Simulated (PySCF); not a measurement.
C₄H₅F₃O.
Numbering: `[CH3:1][CH2:2][C:3](=[O:4])[C:5]([F:6])([F:7])[F:8]` (hydrogens: H9, H10, H11 on C1; H12, H13 on C2)

The same species was optimised twice, with GFN2-xTB and with PBE0-D3(BJ)/def2-SVP (PySCF), and the same property calculations (PySCF, gas phase) were run on both structures.

| coordinate | GFN2-xTB | PBE0-D3(BJ)/def2-SVP | change |
| --- | --- | --- | --- |
| C3–C5 (Å) | 1.563 | 1.547 | -0.016 |
| C5–F6 (Å) | 1.329 | 1.318 | -0.011 |
| C1–C2 (Å) | 1.522 | 1.514 | -0.008 |
| C5–F7 (Å) | 1.344 | 1.337 | -0.007 |
| C5–F8 (Å) | 1.344 | 1.337 | -0.007 |
| C2–C3 (Å) | 1.495 | 1.502 | +0.007 |
| C3=O4 (Å) | 1.194 | 1.199 | +0.005 |
| C2–C3–C5 (°) | 112.3 | 115.2 | +2.9 |
| C2–C3–O4 (°) | 127.5 | 125.3 | -2.2 |
| F7–C5–F8 (°) | 106.5 | 107.7 | +1.2 |
| C3–C5–F8 (°) | 110.9 | 109.8 | -1.1 |
| F6–C5–F7 (°) | 107.6 | 108.7 | +1.1 |
| F6–C5–F8 (°) | 107.6 | 108.7 | +1.1 |
| C3–C5–F6 (°) | 112.9 | 111.9 | -1.0 |
| C3–C5–F7 (°) | 111.0 | 110.0 | -1.0 |
| C1–C2–C3–O4 (°) | 0 | -3 | -3 |
| C2–C3–C5–F6 (°) | 180 | 177 | -3 |

Rotational constants: A = 3501, B = 1413, C = 1240 MHz (GFN2-xTB) against A = 3534, B = 1415, C = 1247 MHz (PBE0-D3(BJ)/def2-SVP). Atoms that the bonding makes alike are paired by their places after alignment.

On the GFN2-xTB structure: lowest singlet, TDDFT (eV) 4.42 [wB97X-D/def2-SVPD]; lowest triplet, Tamm–Dancoff (eV) 3.84 [wB97X-D/def2-SVPD]; isotropic polarisability (au) 53.5 [wB97X-D/def2-SVPD]; HOMO (eV) -10.37 [wB97X-D/def2-SVPD]; LUMO (eV) 0.19 [wB97X-D/def2-SVPD]; dipole (D) 2.94 [wB97X-D/def2-SVPD]; HOMO (eV) -8.35 [PBE0/pcSseg-1]; LUMO (eV) -1.56 [PBE0/pcSseg-1]; dipole (D) 2.76 [PBE0/pcSseg-1]; GIAO shielding of C1 (ppm) 179.0 [PBE0/pcSseg-1]; GIAO shielding of C2 (ppm) 153.6 [PBE0/pcSseg-1]; GIAO shielding of C3 (ppm) -12.7 [PBE0/pcSseg-1]; GIAO shielding of O4 (ppm) -321.6 [PBE0/pcSseg-1]; GIAO shielding of C5 (ppm) 61.0 [PBE0/pcSseg-1]; GIAO shielding of F6/F7/F8 (mean) (ppm) 265.6 [PBE0/pcSseg-1].

Question: What do these properties become on the PBE0-D3(BJ)/def2-SVP structure?

Answer: 
```
                                    property              level  on GFN2-xTB  on PBE0-D3(BJ)/def2-SVP  change
                  lowest singlet, TDDFT (eV)  wB97X-D/def2-SVPD         4.42                     4.39   -0.03
           lowest triplet, Tamm–Dancoff (eV)  wB97X-D/def2-SVPD         3.84                     3.81   -0.03
               isotropic polarisability (au)  wB97X-D/def2-SVPD         53.5                     53.7    +0.2
                                   HOMO (eV)  wB97X-D/def2-SVPD       -10.37                   -10.29   +0.08
                                   LUMO (eV)  wB97X-D/def2-SVPD         0.19                     0.26   +0.07
                                  dipole (D)  wB97X-D/def2-SVPD         2.94                     2.84   -0.10
energy, GFN2-xTB geometry as zero (kcal/mol)  wB97X-D/def2-SVPD          0.0                     -0.7    -0.7
                                   HOMO (eV)      PBE0/pcSseg-1        -8.35                    -8.27   +0.08
                                   LUMO (eV)      PBE0/pcSseg-1        -1.56                    -1.49   +0.07
                                  dipole (D)      PBE0/pcSseg-1         2.76                     2.67   -0.09
energy, GFN2-xTB geometry as zero (kcal/mol)      PBE0/pcSseg-1          0.0                     -0.7    -0.7
                  GIAO shielding of C1 (ppm)      PBE0/pcSseg-1        179.0                    177.2    -1.8
                  GIAO shielding of C2 (ppm)      PBE0/pcSseg-1        153.6                    152.6    -1.0
                  GIAO shielding of C3 (ppm)      PBE0/pcSseg-1        -12.7                    -15.3    -2.6
                  GIAO shielding of O4 (ppm)      PBE0/pcSseg-1       -321.6                   -335.3   -13.7
                  GIAO shielding of C5 (ppm)      PBE0/pcSseg-1         61.0                     63.6    +2.6
     GIAO shielding of F6/F7/F8 (mean) (ppm)      PBE0/pcSseg-1        265.6                    271.5    +5.9
```

The heavy atoms differ by 0.037 Å rms after alignment (one structure mirrored). Among bonds between heavy atoms C3–C5 changes most (-0.016 Å). Changes are differences of the printed values. Neither structure is proved a minimum here.

The values belong to the conformer `[CH3:1][CH2:2][C:3](=[O:4])[C:5]([F:6])([F:7])[F:8]`: C1–C2–C3–O4 -3°, C2–C3–C5–F6 177°.

wB97X-D is run here without its empirical dispersion term; that term would change no orbital, density or response property at a fixed geometry.
